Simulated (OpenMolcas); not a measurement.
A calculation on V2+.

```json
{
  "Program": "OpenMolcas",
  "Method": "CASSCF",
  "Basis": "ANO-RCC-VQZP [7s6p4d3f2g1h]",
  "Scalar Hamiltonian": "DKH2, point nucleus",
  "Active space": "3 electrons in 6 orbitals (3d 4s)",
  "State averaging": "2S+1 = 4 even, 20 roots; 2S+1 = 2 even, 64 roots kept (CI in the orbitals of an earlier block)",
  "Spin-orbit coupling": "state interaction with AMFI integrals over the reference wave functions, term energies averaged over their components"
}
```

(1) Which level of the active space comes out lowest?

(2) How high does 3d3 4P 1/2 lie?

(3) How high does 3d3 2H 11/2 lie?

(4) How high does 3d3 4F 7/2 lie?

(5) The level at 20548 cm-1 has J = 3/2. What is it made of, and what is its g factor?

Measured values: Sugar and Corliss, J. Phys. Chem. Ref. Data 7, 1191 (1978).

## Answers

(1) 3d3 4F 3/2, with 100 % of that term; it is also the measured ground level.

(2) 15300 cm-1 above the lowest level; measured 11514 cm-1 above the ground level, so the calculation is off by +33 %.

(3) 20741 cm-1 above the lowest level; measured 16978 cm-1 above the ground level, so the calculation is off by +22 %.

(4) 381 cm-1 above the lowest level; measured 342 cm-1 above the ground level, so the calculation is off by +12 %.

(5) 94 % 3d3 2P 3/2, 5 % 3d3 2D(1); g = 1.308, against 1.334 from Landé's formula for the pure leading term.

Without dynamic correlation excited terms often stand tens of per cent too high (terms of higher spin than the ground term too low), and those without a measured partner can miss by more than the paired ones. Terms from blocks run as CI alone lack orbitals of their own. Measured partners are found by configuration, term and J. A level has none where our copy of the source lacks it or the pairing is in doubt (some pairs that miss far off the trend of their configuration count as doubtful), and it then counts in no deviation. Levels of configurations outside the active space are missing.

A number in round brackets counts repeated terms of one configuration in the order of the reference energies.
